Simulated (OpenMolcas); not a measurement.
## Au4+: moving or changing the point charges

Au4+ among 8 point charges of -1.2 e arranged as a cube (Oh), 2.1 Å from the ion.
```
   1.2124    1.2124    1.2124  -1.20
   1.2124    1.2124   -1.2124  -1.20
   1.2124   -1.2124    1.2124  -1.20
   1.2124   -1.2124   -1.2124  -1.20
  -1.2124    1.2124    1.2124  -1.20
  -1.2124    1.2124   -1.2124  -1.20
  -1.2124   -1.2124    1.2124  -1.20
  -1.2124   -1.2124   -1.2124  -1.20
```

| Quantity | Value |
| --- | --- |
| Program | OpenMolcas 26.06 |
| Method | SS-CASPT2, IPEA 0.25 Eh, imaginary shift 0.1 Eh (closed shells correlated: 5s 5p) |
| Basis | ANO-RCC-VTZP [8s7p5d3f1g] |
| Scalar Hamiltonian | DKH2, point nucleus |
| Active space | 7 electrons in 5 orbitals (5d) |
| State averaging | 2S+1 = 4 even, 10 roots; 2S+1 = 2 even, 40 roots |
| Spin-orbit coupling | RASSI with atomic mean-field integrals over the reference wave functions |

Runs around this geometry, states (labels of O, the rotations of Oh). Energies in cm-1 above the lowest state or level, χT in cm3 K/mol.

| R (Å) | q (e) | Ground state | First state of that spin | First gap with spin-orbit (degeneracies) | χT at 300 K | First state of another spin |
| --- | --- | --- | --- | --- | --- | --- |
| 2.1 | -0.78 | 4A2 | 4T2 1740 | 950 (4, 4) | 4.421 | 2E 15260 |
| 1.97 | -1.2 | 4A2 | 4T2 4460 | 2160 (4, 4) | 4.113 | 2E 15840 |
| 2.1 | -1.2 | 4A2 | 4T2 2830 | 1480 (4, 4) | 4.244 | 2E 15640 |
| 2.2 | -1.2 | 4A2 | 4T2 2330 | 1140 (4, 4) | 4.346 | 2E 15450 |

Taking the first state of the same spin as R^-n, n = -ln(2330 / 4460) / ln(2.2 / 1.97) = 5.9 between the shortest and longest distance.

Scaling the charges by -0.78 / -1.2 = 0.65 scales the first state of the same spin by 1740 / 2830 = 0.61; with fixed orbitals a first-order splitting would follow the charge.

Roots that are degenerate in the reference are averaged as groups; the widest CASPT2 spread within a group is 280 cm-1 (the 3-fold group of multiplicity 4 near 7640 cm-1 above the lowest state of its run, R = 1.97, q = -1.2). Shifts and gaps below about the spread of the groups concerned are not significant. Free-ion shares, where given, are those of the reference states; single-state CASPT2 does not remix them. Spin-orbit coupling mixes the spin-free states strongly: the lowest level takes only 39 % from its leading state, 4T2, which lies 1738 cm-1 above the lowest spin-free state (figures for R = 2.1, q = -0.78; the like holds for R = 1.97, q = -1.2, R = 2.1, q = -1.2, R = 2.2, q = -1.2). The ground term spreads over less than 5000 cm-1, several times less than with real ligands, so orbital moments are less quenched and χT lies further from the spin-only value than at real sites (holds for R = 2.1, q = -0.78; R = 2.2, q = -1.2). This is an electrostatic model: the charges have no orbitals. No measured value stands beside these numbers.
